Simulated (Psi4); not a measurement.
Relaxed torsion scan: CH6GeO2Si, SMILES [SiH2](C(=O)O)[GeH3]. Scanned: dihedral O1–C2–Si4–Ge5; all other coordinates were relaxed at GFN2-xTB. Points at φ and −φ are mirror images. Heavy atoms are numbered in the order of the SMILES O=C(O)[SiH2][GeH3], hydrogens after them in the order of the atoms that carry them; the mirror image has the same energies with the sign of each dihedral reversed.

Levels: PBE/def2-TZVP // GFN2-xTB (Psi4); PBE-D3(BJ)/def2-TZVP // GFN2-xTB (Psi4); wB97X-D/def2-TZVP // GFN2-xTB (Psi4); MP2/cc-pVTZ = DF-MP2 (frozen core)/cc-pVTZ // GFN2-xTB (Psi4 1.11).

Energies relative to the lowest point of each profile, in mEh; the last columns give the difference from MP2:

| φ / ° | PBE/def2-TZVP | PBE-D3(BJ)/def2-TZVP | wB97X-D/def2-TZVP | MP2/cc-pVTZ | PBE/def2-TZVP − MP2/cc-pVTZ | PBE-D3(BJ)/def2-TZVP − MP2/cc-pVTZ | wB97X-D/def2-TZVP − MP2/cc-pVTZ |
|---|---|---|---|---|---|---|---|
| -165 | 4.1 | 3.8 | 3.8 | 2.9 | 1.3 | 0.9 | 0.9 |
| -150 | 3.5 | 3.2 | 3.3 | 2.3 | 1.2 | 0.9 | 1.0 |
| -135 | 2.6 | 2.3 | 2.4 | 1.5 | 1.1 | 0.8 | 0.9 |
| -120 | 1.4 | 1.2 | 1.2 | 0.6 | 0.7 | 0.5 | 0.5 |
| -105 | 0.4 | 0.3 | 0.3 | 0.1 | 0.3 | 0.2 | 0.2 |
| -90 | 0.0 | 0.0 | 0.0 | 0.0 | 0.0 | 0.0 | 0.0 |
| -75 | 0.0 | 0.0 | 0.0 | 0.1 | -0.1 | 0.0 | 0.0 |
| -60 | 0.3 | 0.3 | 0.3 | 0.3 | 0.0 | 0.0 | 0.0 |
| -45 | 0.9 | 0.9 | 0.8 | 0.7 | 0.2 | 0.2 | 0.1 |
| -30 | 1.6 | 1.5 | 1.3 | 1.0 | 0.5 | 0.4 | 0.3 |
| -15 | 2.3 | 2.1 | 1.8 | 1.1 | 1.2 | 1.0 | 0.7 |
| 0 | 2.6 | 2.4 | 2.0 | 1.3 | 1.3 | 1.1 | 0.8 |
| 15 | 2.3 | 2.1 | 1.8 | 1.1 | 1.2 | 1.0 | 0.7 |
| 30 | 1.6 | 1.5 | 1.3 | 1.0 | 0.5 | 0.4 | 0.3 |
| 45 | 0.9 | 0.9 | 0.8 | 0.7 | 0.2 | 0.2 | 0.1 |
| 60 | 0.3 | 0.3 | 0.3 | 0.3 | 0.0 | 0.0 | 0.0 |
| 75 | 0.0 | 0.0 | 0.0 | 0.1 | -0.1 | 0.0 | 0.0 |
| 90 | 0.0 | 0.0 | 0.0 | 0.0 | 0.0 | 0.0 | 0.0 |
| 105 | 0.4 | 0.3 | 0.3 | 0.1 | 0.3 | 0.2 | 0.2 |
| 120 | 1.4 | 1.2 | 1.2 | 0.6 | 0.7 | 0.5 | 0.5 |
| 135 | 2.6 | 2.3 | 2.4 | 1.5 | 1.1 | 0.8 | 0.9 |
| 150 | 3.5 | 3.2 | 3.3 | 2.3 | 1.2 | 0.9 | 1.0 |
| 165 | 4.1 | 3.8 | 3.8 | 2.9 | 1.3 | 0.9 | 0.9 |
| 180 | 4.4 | 4.0 | 4.0 | 3.1 | 1.3 | 0.9 | 0.9 |

PBE/def2-TZVP is furthest from MP2/cc-pVTZ at 0 (1.3 mEh, above); its mean absolute difference over the points is 0.7 mEh.

PBE-D3(BJ)/def2-TZVP is furthest from MP2/cc-pVTZ at 0 (1.1 mEh, above); its mean absolute difference over the points is 0.5 mEh.

wB97X-D/def2-TZVP is furthest from MP2/cc-pVTZ at -150 (1.0 mEh, above); its mean absolute difference over the points is 0.5 mEh.
